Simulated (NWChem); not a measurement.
All runs are NWChem calculations. System: Te, charge 0, spin multiplicity 3. Its SCF solution wasn't tested for a lower state. Level: UHF/def2-TZVP with def2 effective core potentials on Te.

Input file:

```
start mol
memory heap 200 mb stack 900 mb global 1100 mb
geometry units angstroms nocenter noautoz
  Te     0.000000     0.000000     0.000000
  symmetry group D2h
end
basis spherical
  * library def2-tzvp
end
ecp
  Te library def2-ecp
end
scf
  uhf
  nopen 2
  maxiter 100
  thresh 1e-7
  semidirect memsize 60000000 filesize 0
  # guess.movecs holds the orbitals of an unrestricted PBE0 run
  vectors input guess.movecs output mol.movecs
end
task scf energy
```

NWChem printed:

```
             Northwest Computational Chemistry Package (NWChem) 7.3.0
             --------------------------------------------------------

                                NWChem Input Module
                                -------------------

 Scaling coordinates for geometry "geometry" by  1.889725989
 (inverse scale =  0.529177249)

                             Geometry "geometry" -> ""
                             -------------------------

 Output coordinates in angstroms (scale by  1.889725989 to convert to a.u.)

  No.       Tag          Charge          X              Y              Z
 ---- ---------------- ---------- -------------- -------------- --------------
    1 Te                  52.0000     0.00000000     0.00000000     0.00000000

 Effective nuclear repulsion energy (a.u.)       0.0000000000

            Nuclear Dipole moment (a.u.)
            ----------------------------
        X                 Y               Z
 ---------------- ---------------- ----------------
     0.0000000000     0.0000000000     0.0000000000

      Symmetry information
      --------------------

 Group name             D2h
 Group number             26
 Group order               8
 No. of unique centers     1

      Symmetry unique atoms

     1


 Summary of "ao basis" -> "" (spherical)
 ------------------------------------------------------------------------------
       Tag                 Description            Shells   Functions and Types
 ---------------- ------------------------------  ------  ---------------------
 *                         def2-tzvp                  on all atoms

 Summary of "ao basis" -> "ao basis" (spherical)
 ------------------------------------------------------------------------------
       Tag                 Description            Shells   Functions and Types
 ---------------- ------------------------------  ------  ---------------------
 Te                        def2-tzvp                16       50   6s5p3d2f

                                 NWChem SCF Module
                                 -----------------

  ao basis        = "ao basis"
  functions       =    50
  atoms           =     1
  alpha electrons =    13
  beta  electrons =    11
  charge          =   0.00
  wavefunction    = UHF
  use symmetry    = T
  symmetry adapt  = T

 Summary of "ao basis" -> "ao basis" (spherical)
 ------------------------------------------------------------------------------
       Tag                 Description            Shells   Functions and Types
 ---------------- ------------------------------  ------  ---------------------
 Te                        def2-tzvp                16       50   6s5p3d2f

      Symmetry analysis of basis
      --------------------------

        ag         12
        au          2
        b1g         3
        b1u         9
        b2g         3
        b2u         9
        b3g         3
        b3u         9

 Forming initial guess at       0.1s

   Symmetry analysis of molecular orbitals - initial alpha
   -------------------------------------------------------

  Numbering of irreducible representations:

     1 ag          2 au          3 b1g         4 b1u         5 b2g
     6 b2u         7 b3g         8 b3u

  Orbital symmetries:

     1 ag          2 b2u         3 b1u         4 b3u         5 ag
     6 b3g         7 b1g         8 b2g         9 ag         10 ag
    11 b2u        12 b1u        13 b3u        14 b1u        15 b2u
    16 b3u        17 ag         18 b3g        19 b1g        20 b2g
    21 ag         22 ag         23 b1u

   Symmetry analysis of molecular orbitals - initial beta
   ------------------------------------------------------

  Numbering of irreducible representations:

     1 ag          2 au          3 b1g         4 b1u         5 b2g
     6 b2u         7 b3g         8 b3u

  Orbital symmetries:

     1 ag          2 b2u         3 b1u         4 b3u         5 ag
     6 b3g         7 b1g         8 b2g         9 ag         10 ag
    11 b3u        12 b2u        13 b1u        14 b3u        15 b1u
    16 b2u        17 b1g        18 b2g        19 ag         20 ag
    21 b3g        22 ag         23 au

 Starting SCF solution at       0.1s

 ----------------------------------------------
         Quadratically convergent UHF

 Convergence threshold     :          1.000E-07
 Maximum no. of iterations :          100
 Integral*density screening:          1.000E-09
 ----------------------------------------------

              iter       energy          gnorm     gmax       time
             ----- ------------------- --------- --------- --------
                 1     -267.0002173962  2.52D-01  8.15D-02      0.4
                 2     -267.0055395705  8.26D-03  2.92D-03      0.4
                 3     -267.0055541696  3.06D-05  1.43D-05      0.4
                 4     -267.0055541700  2.59D-09  7.59D-10      0.5

       Final UHF  results
       ------------------

         Total SCF energy =   -267.005554169965
      One electron energy =   -466.716851705672
      Two electron energy =    199.711297535707
 Nuclear repulsion energy =      0.000000000000

                       Sz =      1.0000
                 Sz(Sz+1) =      2.0000
                      S^2 =      2.0114

        Time for solution =      0.4s

       Symmetry analysis of molecular orbitals - alpha
       -----------------------------------------------

  Numbering of irreducible representations:

     1 ag          2 au          3 b1g         4 b1u         5 b2g
     6 b2u         7 b3g         8 b3u

  Orbital symmetries:

     1 ag          2 b2u         3 b1u         4 b3u         5 b3g
     6 ag          7 b1g         8 b2g         9 ag         10 ag
    11 b2u        12 b1u        13 b3u        14 b1u        15 b2u
    16 b3u        17 b3g        18 ag         19 b1g        20 b2g
    21 ag         22 ag         23 b1u

       Symmetry analysis of molecular orbitals - beta
       ----------------------------------------------

  Numbering of irreducible representations:

     1 ag          2 au          3 b1g         4 b1u         5 b2g
     6 b2u         7 b3g         8 b3u

  Orbital symmetries:

     1 ag          2 b1u         3 b2u         4 b3u         5 b3g
     6 ag          7 b1g         8 b2g         9 ag         10 ag
    11 b3u        12 b1u        13 b2u        14 b3u        15 b1u
    16 b2u        17 ag         18 b2g        19 b1g        20 b3g
    21 ag         22 ag         23 b2u

          Final alpha eigenvalues
          -----------------------

              1
    1   -7.1364
    2   -5.1083
    3   -5.1083
    4   -5.0890
    5   -1.9667
    6   -1.9667
    7   -1.9509
    8   -1.9509
    9   -1.9457
   10   -0.8308
   11   -0.3978
   12   -0.3978
   13   -0.3425
   14    0.2177
   15    0.2177
   16    0.2386
   17    0.2936
   18    0.2936
   19    0.3221
   20    0.3221
   21    0.3306
   22    0.3911
   23    0.9897

          Final beta eigenvalues
          ----------------------

              1
    1   -7.1248
    2   -5.0911
    3   -5.0911
    4   -5.0883
    5   -1.9517
    6   -1.9517
    7   -1.9433
    8   -1.9433
    9   -1.9407
   10   -0.6655
   11   -0.3110
   12   -0.0090
   13   -0.0090
   14    0.2452
   15    0.2638
   16    0.2638
   17    0.3700
   18    0.3749
   19    0.3749
   20    0.3932
   21    0.3932
   22    0.4255
   23    1.0651

                    UHF Final Alpha Molecular Orbital Analysis
                    ------------------------------------------

 Vector   11  Occ=1.000000D+00  E=-3.978094D-01  Symmetry=b2u
              MO Center= -7.2D-22,  9.6D-18,  2.7D-21, r^2= 2.2D+00
   Bfn.  Coefficient  Atom+Function         Bfn.  Coefficient  Atom+Function
  ----- ------------  ---------------      ----- ------------  ---------------
    17      0.606771  1 Te py                11     -0.440029  1 Te py
    14      0.350275  1 Te py                20      0.223651  1 Te py

 Vector   12  Occ=1.000000D+00  E=-3.978094D-01  Symmetry=b1u
              MO Center=  3.1D-23, -7.8D-24,  2.0D-16, r^2= 2.2D+00
   Bfn.  Coefficient  Atom+Function         Bfn.  Coefficient  Atom+Function
  ----- ------------  ---------------      ----- ------------  ---------------
    18      0.606771  1 Te pz                12     -0.440029  1 Te pz
    15      0.350275  1 Te pz                21      0.223651  1 Te pz

 Vector   13  Occ=1.000000D+00  E=-3.424529D-01  Symmetry=b3u
              MO Center= -5.9D-18, -9.2D-22,  5.1D-22, r^2= 2.3D+00
   Bfn.  Coefficient  Atom+Function         Bfn.  Coefficient  Atom+Function
  ----- ------------  ---------------      ----- ------------  ---------------
    16      0.566542  1 Te px                10     -0.429576  1 Te px
    13      0.345883  1 Te px                19      0.274902  1 Te px

 Vector   14  Occ=0.000000D+00  E= 2.176803D-01  Symmetry=b1u
              MO Center=  1.6D-24, -4.3D-25, -6.1D-18, r^2= 7.5D+00
   Bfn.  Coefficient  Atom+Function         Bfn.  Coefficient  Atom+Function
  ----- ------------  ---------------      ----- ------------  ---------------
    21      1.599963  1 Te pz                18     -1.355726  1 Te pz
    12      0.212180  1 Te pz

 Vector   15  Occ=0.000000D+00  E= 2.176803D-01  Symmetry=b2u
              MO Center= -4.0D-21, -3.6D-17,  1.4D-20, r^2= 7.5D+00
   Bfn.  Coefficient  Atom+Function         Bfn.  Coefficient  Atom+Function
  ----- ------------  ---------------      ----- ------------  ---------------
    20      1.599963  1 Te py                17     -1.355726  1 Te py
    11      0.212180  1 Te py

 Vector   16  Occ=0.000000D+00  E= 2.386464D-01  Symmetry=b3u
              MO Center= -8.2D-19, -1.7D-20, -2.1D-19, r^2= 7.4D+00
   Bfn.  Coefficient  Atom+Function         Bfn.  Coefficient  Atom+Function
  ----- ------------  ---------------      ----- ------------  ---------------
    19      1.599905  1 Te px                16     -1.397372  1 Te px
    10      0.218656  1 Te px

                     UHF Final Beta Molecular Orbital Analysis
                     -----------------------------------------

 Vector    9  Occ=1.000000D+00  E=-1.940663D+00  Symmetry=ag
              MO Center= -1.7D-17, -8.1D-17, -7.1D-17, r^2= 3.0D-01
   Bfn.  Coefficient  Atom+Function         Bfn.  Coefficient  Atom+Function
  ----- ------------  ---------------      ----- ------------  ---------------
    26      0.794957  1 Te d  2              24     -0.458969  1 Te d  0

 Vector   10  Occ=1.000000D+00  E=-6.655124D-01  Symmetry=ag
              MO Center= -1.1D-32,  3.1D-35,  2.6D-33, r^2= 1.5D+00
   Bfn.  Coefficient  Atom+Function         Bfn.  Coefficient  Atom+Function
  ----- ------------  ---------------      ----- ------------  ---------------
     5      0.773940  1 Te s                  2      0.643778  1 Te s
     3     -0.523177  1 Te s                  6      0.501175  1 Te s
     4     -0.413398  1 Te s                  1     -0.384171  1 Te s

 Vector   11  Occ=1.000000D+00  E=-3.109656D-01  Symmetry=b3u
              MO Center=  2.7D-18, -3.3D-20, -2.0D-20, r^2= 2.4D+00
   Bfn.  Coefficient  Atom+Function         Bfn.  Coefficient  Atom+Function
  ----- ------------  ---------------      ----- ------------  ---------------
    16      0.535714  1 Te px                10     -0.422949  1 Te px
    13      0.345440  1 Te px                19      0.311499  1 Te px

 Vector   12  Occ=0.000000D+00  E=-9.013580D-03  Symmetry=b1u
              MO Center=  3.0D-23, -1.8D-21,  2.6D-19, r^2= 3.4D+00
   Bfn.  Coefficient  Atom+Function         Bfn.  Coefficient  Atom+Function
  ----- ------------  ---------------      ----- ------------  ---------------
    21      0.599501  1 Te pz                12     -0.350023  1 Te pz
    18      0.304946  1 Te pz                15      0.287818  1 Te pz

 Vector   13  Occ=0.000000D+00  E=-9.013580D-03  Symmetry=b2u
              MO Center= -1.3D-18, -7.4D-18, -1.4D-17, r^2= 3.4D+00
   Bfn.  Coefficient  Atom+Function         Bfn.  Coefficient  Atom+Function
  ----- ------------  ---------------      ----- ------------  ---------------
    20      0.599501  1 Te py                11     -0.350023  1 Te py
    17      0.304946  1 Te py                14      0.287818  1 Te py

 Vector   14  Occ=0.000000D+00  E= 2.452216D-01  Symmetry=b3u
              MO Center=  2.4D-16,  1.4D-17,  2.5D-17, r^2= 7.3D+00
   Bfn.  Coefficient  Atom+Function         Bfn.  Coefficient  Atom+Function
  ----- ------------  ---------------      ----- ------------  ---------------
    19      1.597375  1 Te px                16     -1.421894  1 Te px
    10      0.224545  1 Te px

 center of mass
 --------------
 x =   0.00000000 y =   0.00000000 z =   0.00000000

 moments of inertia (a.u.)
 ------------------
           0.000000000000           0.000000000000           0.000000000000
           0.000000000000           0.000000000000           0.000000000000
           0.000000000000           0.000000000000           0.000000000000

  Mulliken analysis of the total density
  --------------------------------------

    Atom       Charge   Shell Charges
 -----------   ------   -------------------------------------------------------
    1 Te  24    24.00   0.29 -0.84  1.56  1.00  1.11  0.88 -0.51  6.46  1.02  2.19  0.83  9.09  0.89  0.03  0.00  0.00

  Mulliken analysis of the alpha density
  --------------------------------------

    Atom       Charge   Shell Charges
 -----------   ------   -------------------------------------------------------
    1 Te  24    13.00   0.14 -0.42  0.78  0.50  0.55  0.45 -0.26  3.25  0.75  1.68  0.58  4.52  0.46  0.02  0.00  0.00

   Mulliken analysis of the beta density
   -------------------------------------

    Atom       Charge   Shell Charges
 -----------   ------   -------------------------------------------------------
    1 Te  24    11.00   0.14 -0.42  0.78  0.50  0.56  0.43 -0.25  3.22  0.27  0.50  0.26  4.56  0.43  0.01  0.00  0.00

   Mulliken analysis of the spin density
   -------------------------------------

    Atom       Charge   Shell Charges
 -----------   ------   -------------------------------------------------------
    1 Te  24     2.00  -0.00  0.00 -0.00 -0.01 -0.00  0.01 -0.02  0.03  0.48  1.18  0.32 -0.04  0.03  0.00  0.00  0.00

       Multipole analysis of the density wrt the origin
       ------------------------------------------------

     L   x y z        total         alpha         beta         nuclear
     -   - - -        -----         -----         ----         -------
     0   0 0 0     -0.000000    -13.000000    -11.000000     24.000000

     1   1 0 0      0.000000      0.000000      0.000000      0.000000
     1   0 1 0      0.000000      0.000000      0.000000      0.000000
     1   0 0 1      0.000000      0.000000      0.000000      0.000000

     2   2 0 0    -22.327813    -12.383419     -9.944394      0.000000
     2   1 1 0     -0.000000      0.000000     -0.000000      0.000000
     2   1 0 1      0.000000      0.000000     -0.000000      0.000000
     2   0 2 0    -18.853329    -12.717877     -6.135452      0.000000
     2   0 1 1     -0.000000     -0.000000     -0.000000      0.000000
     2   0 0 2    -18.853329    -12.717877     -6.135452      0.000000

 Task  times  cpu:        0.5s     wall:        0.5s

 Total times  cpu:        0.5s     wall:        0.5s
```
